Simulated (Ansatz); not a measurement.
Geometry optimisation, RKS PBE/def2-SVP (Ansatz).

input.yaml

```yaml
crystal:
  periodic: [false, false, false]
  atoms:
    - { symbol: Hf, position_ang: [0.0, 0.0, 0.0] }
    - { symbol: O, position_ang: [0.0, 0.0, 2.42] }
    - { symbol: Si, position_ang: [-1.3147, -0.4067, 3.3836] }
    - { symbol: H, position_ang: [-2.239, -1.2403, 2.6204] }
    - { symbol: H, position_ang: [-0.8506, -1.1432, 4.5557] }
    - { symbol: H, position_ang: [-1.9987, 0.8095, 3.8133] }
    - { symbol: F, position_ang: [1.8671, 0.0, -0.6593] }
    - { symbol: F, position_ang: [-0.9326, 1.6157, -0.6593] }
    - { symbol: Cl, position_ang: [-1.1869, -2.0563, -0.8392] }
    - { symbol: O, position_ang: [0.8819, -2.069, 0.7473] }
    - { symbol: H, position_ang: [0.2471, -2.8148, 0.5007] }
    - { symbol: H, position_ang: [0.5431, -1.2742, 1.9506] }
basis:
  gaussian: { orbitals: def2-SVP }
hamiltonian:
  xc: pbe
relax:
  f_tol: 0.15
  max_steps: 25
  restrain:
    - { distance: [0, 9], at: 3.27, k: 30.0 }
    - { distance: [11, 1], at: 2.21, k: 30.0 }
    - { distance: [0, 1], at: 2.07, k: 30.0 }
    - { distance: [11, 9], at: 1.01, k: 30.0 }
```

Launched with:

```bash
$ ansatz run input.yaml --threads 4 --pin off --max-ram 5120MiB --backend cpu --events-out ev --progress --plain --runs-dir out
```

Q: Where does it end, and by what steps?

A: The forces met the threshold. The restraints hold the end off the free minimum. After 16 steps the energy has fallen by 2.783 eV (the restraints' own energy left out); H12 moved furthest, 0.98 Å. Parted: Hf1–O10, Hf1–H12. Joined: O10–H12.

```tsv
step	energy less start (eV)	largest force component (eV/Å)	accepted
0	0.0000	3.389	yes
1	-0.3362	4.429	yes
2	-1.0181	5.295	yes
3	-1.7148	3.919	yes
4	-2.3031	1.553	yes
5	-2.4802	1.356	yes
6	-2.5014	3.086	yes
7	-2.6856	1.556	yes
8	-2.7280	1.417	yes
9	-2.7255	1.348	yes
10	-2.7517	1.527	yes
11	-2.7699	1.343	yes
12	-2.7576	1.228	no
13	-2.7739	1.385	yes
14	-2.7730	1.352	yes
15	-2.7748	1.339	yes
16	-2.7833	1.348	yes
```

```xyz
12
Properties=species:S:1:pos:R:3
Hf -0.188 0.076 -0.053
O -0.614 -0.437 1.862
Si -1.426 -0.250 3.328
H -2.775 -0.910 3.243
H -0.619 -0.909 4.412
H -1.601 1.209 3.646
F 1.625 0.609 -0.345
F -1.190 1.668 -0.363
Cl -1.012 -1.501 -1.620
O 1.301 -2.562 1.133
H 0.842 -3.338 0.762
H 0.675 -2.234 1.829
```

Whether the end is a true minimum wasn't checked by a vibrational analysis.

Time of the run: 49 s on 4 threads of Arm Neoverse V1, on a shared host, peak memory 0.23 GiB.
